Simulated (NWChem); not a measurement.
Molecule: silanone (SiH2O); SMILES O=[SiH2]

Computed with NWChem. Coordinates come from a PBE-D3(BJ)/def2-SVP optimisation.

For level BP86/def2-SVP:

highest occupied level (eV): -6.62
orbital gap (eV): 3.61
dipole (D): 3.10

Problem. How do the values read with level PW6B95/def2-SVP instead?

Solution. 
* **highest occupied level (eV)**: -8.18
* **orbital gap (eV)**: 6.20
* **dipole (D)**: 3.43
